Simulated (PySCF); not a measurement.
# From computed data to an observable: oscillator strength and radiative lifetime

1-fluorocyclopentene (C₅H₇F), SMILES FC1=CCCC1.

The structure is a stationary point at ωB97X-D3(BJ)/def2-SVP. One conformer was computed; it need not be the lowest.

TDA-PBE/def2-SVPD run with PySCF 2.14.0 puts the first singlet state with f over 0.02 at 6.76 eV (vertical), with the transition dipole (0.436, 0.675, 0.271) in atomic units.

**Question.** Find the oscillator strength, the wavelength and the radiative lifetime that this transition would have in vacuum if emission retraced absorption.

**Answer.** 
|μ|² = 0.7192 au, so |μ| = 2.16 D. ΔE = 6.76/27.211 = 0.2484 hartree. f = (2/3) ΔE |μ|² = 0.119 (the program prints 0.119).
λ = 1239.84/6.76 = 183 nm; ν = 54523 cm⁻¹.
Einstein's coefficient A = 0.6670 ν² f s⁻¹ (ν in cm⁻¹) = 2.4e8 s⁻¹, so τ = 1/A = 4.2 ns. This state is S4; the lower singlets have f = 0.002, 0.003, 0.008. The figure is the radiative limit of this one transition; relaxation, internal conversion, crossing to triplets and a medium change what is measured.
